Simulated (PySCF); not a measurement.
# Dipole response of Cd⁴⁶⁺ (cadmium, charge +46)

1s2, closed-shell 1S. Calculation: PySCF 2.14, in an uncontracted even-tempered set (15 s from 90 bohr⁻², ratio 2.2; 7 p from 140 bohr⁻², ratio 2.4; 4 d from 410 bohr⁻², ratio 2.4; 3 f from 610 bohr⁻², ratio 2.4; 3 g from 920 bohr⁻², ratio 2.4); no relativity, point nucleus. Coupled (time-dependent) response in atomic units; α is the mean over directions.

```
method  mean α (bohr³)  C₆ (like pair)      S(−4)
   UHF       1.747e-06       2.220e-09  2.010e-12
  PBE0       1.752e-06       2.229e-09  2.025e-12
```

S(−4) is the Cauchy moment in α(ω) = α(0) + S(−4) ω² + …

α(iu) at PBE0:

```json
{"u (hartree)": "0", "α(iu) (bohr³)": "1.752e-06"}
{"u (hartree)": "100", "α(iu) (bohr³)": "1.732e-06"}
{"u (hartree)": "200", "α(iu) (bohr³)": "1.675e-06"}
{"u (hartree)": "400", "α(iu) (bohr³)": "1.482e-06"}
{"u (hartree)": "600", "α(iu) (bohr³)": "1.249e-06"}
{"u (hartree)": "800", "α(iu) (bohr³)": "1.029e-06"}
{"u (hartree)": "1000", "α(iu) (bohr³)": "8.433e-07"}
{"u (hartree)": "1500", "α(iu) (bohr³)": "5.269e-07"}
{"u (hartree)": "2000", "α(iu) (bohr³)": "3.501e-07"}
{"u (hartree)": "3000", "α(iu) (bohr³)": "1.817e-07"}
{"u (hartree)": "5000", "α(iu) (bohr³)": "7.283e-08"}
```

A single London oscillator, α(iu) = α/(1 + u²/ω²), gives C₆ = (3/4) ω α². Matching the computed C₆ needs ω = 4 × 2.229e-09 / (3 × 1.752e-06²) = 968 hartree.

For an ion, C₆ is the dispersion term alone; charge-induced terms of lower order in 1/R come first.

A non-relativistic calculation at this Z misses sizeable relativistic shifts.
